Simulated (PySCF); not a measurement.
## Two-component Hartree-Fock for Mo⁻ (molybdenum, charge -1)

Start: [Kr] 4d5 5s2; 4d3/2 filled at m_j = -3/2, -1/2, +1/2, +3/2; 4d5/2 filled at m_j = +5/2. Calculated with PySCF 2.14 in x2c-SVPall-2c with one added diffuse shell each of s, p, d type (7s9p7d1f, 76 functions): generalised Hartree-Fock with the X2C-1e Hamiltonian and a Gaussian nucleus; one run each with spin-orbit coupling (SO) switched off, then screened by Boettger's factors.

```json
{"spinor shell": "1s1/2", "electrons": "2", "ε, spin-free (eV)": "-20099.9", "ε, screened SO (eV)": "-20098.9", "weight of nominal j (screened SO)": "1.000", "rms radius, screened SO (bohr)": "0.0404"}
{"spinor shell": "2s1/2", "electrons": "2", "ε, spin-free (eV)": "-2909.6", "ε, screened SO (eV)": "-2909.3", "weight of nominal j (screened SO)": "1.000", "rms radius, screened SO (bohr)": "0.166"}
{"spinor shell": "2p1/2", "electrons": "2", "ε, spin-free (eV)": "-2595.0", "ε, screened SO (eV)": "-2668.6", "weight of nominal j (screened SO)": "1.000", "rms radius, screened SO (bohr)": "0.145"}
{"spinor shell": "2p3/2", "electrons": "4", "ε, spin-free (eV)": "-2595.0", "ε, screened SO (eV)": "-2560.3", "weight of nominal j (screened SO)": "1.000", "rms radius, screened SO (bohr)": "0.149"}
{"spinor shell": "3s1/2", "electrons": "2", "ε, spin-free (eV)": "-523.98", "ε, screened SO (eV)": "-523.91", "weight of nominal j (screened SO)": "1.000", "rms radius, screened SO (bohr)": "0.456"}
{"spinor shell": "3p1/2", "electrons": "2", "ε, spin-free (eV)": "-417.80", "ε, screened SO (eV)": "-430.42", "weight of nominal j (screened SO)": "1.000", "rms radius, screened SO (bohr)": "0.455"}
{"spinor shell": "3p3/2", "electrons": "4", "ε, spin-free (eV)": "-417.80", "ε, screened SO (eV)": "-411.84", "weight of nominal j (screened SO)": "1.000", "rms radius, screened SO (bohr)": "0.466"}
{"spinor shell": "3d3/2", "electrons": "4", "ε, spin-free (eV)": "-245.01", "ε, screened SO (eV)": "-247.14", "weight of nominal j (screened SO)": "0.972", "rms radius, screened SO (bohr)": "0.452"}
{"spinor shell": "3d5/2", "electrons": "6", "ε, spin-free (eV)": "-245.01", "ε, screened SO (eV)": "-243.53", "weight of nominal j (screened SO)": "0.981", "rms radius, screened SO (bohr)": "0.455"}
{"spinor shell": "4s1/2", "electrons": "2", "ε, spin-free (eV)": "-75.089", "ε, screened SO (eV)": "-75.078", "weight of nominal j (screened SO)": "1.000", "rms radius, screened SO (bohr)": "1.19"}
{"spinor shell": "4p1/2", "electrons": "2", "ε, spin-free (eV)": "-43.886", "ε, screened SO (eV)": "-48.568", "weight of nominal j (screened SO)": "0.656", "rms radius, screened SO (bohr)": "1.34"}
{"spinor shell": "4d3/2", "electrons": "4", "ε, spin-free (eV)": "-5.578", "ε, screened SO (eV)": "-5.604", "weight of nominal j (screened SO)": "0.521", "rms radius, screened SO (bohr)": "2.12"}
{"spinor shell": "4d5/2", "electrons": "1", "ε, spin-free (eV)": "-5.578", "ε, screened SO (eV)": "-5.466", "weight of nominal j (screened SO)": "1.000", "rms radius, screened SO (bohr)": "2.14"}
{"spinor shell": "5s1/2", "electrons": "2", "ε, spin-free (eV)": "-1.237", "ε, screened SO (eV)": "-1.237", "weight of nominal j (screened SO)": "1.000", "rms radius, screened SO (bohr)": "6.91"}
```

Task: Where does 4p3/2 lie, and what is the 4p spin-orbit splitting (screened SO)?

Result: At -41.594 eV, 6.974 eV above 4p1/2.

```csv
quantity,spin-free,screened SO
E (hartree),-4045.59934,-4046.05535
M_J,5/2,5/2
⟨J²⟩,9.313,9.313
⟨L²⟩,0.000,0.013
⟨S²⟩,9.313,9.310
```

At GHF the highest occupied level has a positive energy, so only the finite basis holds that electron. The determinant has a definite M_J but mixes levels of different J.

Each row is a mean over spinors that exchange with the open shell spreads, by up to 7.980 eV (4p3/2).

Rows whose weight is well below 1 are mixtures of j = l ± 1/2: exchange outweighs spin-orbit coupling there, and the label is only the starting occupation.

Breit and QED terms are absent; they matter most for the inner s and p1/2 levels.

Densities and radii are taken from the X2C orbitals without a picture-change correction, which distorts them close to the nucleus.

Without spin-orbit coupling the j labels of p, d and f shells carry no meaning; the spin-free column gives the mean over the occupied spinors of each nl shell, and its ⟨J²⟩ belongs to a mixture of degenerate components.
